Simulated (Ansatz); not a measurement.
A structure drawn as `NC(F)[SiH](F)Cl`, with this starting geometry:

```xyz
10

N     0.223   -0.242   -1.545
C     0.157   -0.658   -0.164
F     1.457   -0.909    0.232
Si   -0.703    0.547    1.063
F    -0.679   -0.043    2.497
Cl    0.368    2.358    1.017
H     0.746   -0.949   -2.036
H     0.930    0.569   -1.517
H    -0.417   -1.565   -0.139
H    -2.081    0.892    0.594
```

The species carries charge 0 and has multiplicity 1.

(1) Relax it with Ansatz at PBE-D4/def2-SVP and then PBE0-D4/def2-TZVP. Is the drawn bonding still there?

(2) Give the relaxed structure. (An estimate is asked.)

Atoms count as bonded under 1.1 times the sum of their covalent radii (H–H under 0.85 Å, pairs among N, O and F under 1.55 Å), and a drawn bond as lost past 1.3 times.

## Answers

(1) Yes, every drawn bond is still there and no new one forms.

(2) The calculation gave: 
Z-matrix (Å, degrees):
```
C
F 1 1.414
Si 1 1.890 2 108.9
N 1 1.402 2 113.9 3 123.1
H 1 1.096 2 105.4 3 -117.3
F 3 1.587 1 109.6 2 -45.7
Cl 3 2.041 1 108.5 2 72.9
H 3 1.475 1 112.3 2 -166.2
H 4 1.011 1 113.6 2 -63.0
H 4 1.010 1 114.1 2 65.1
```
All modes are real.
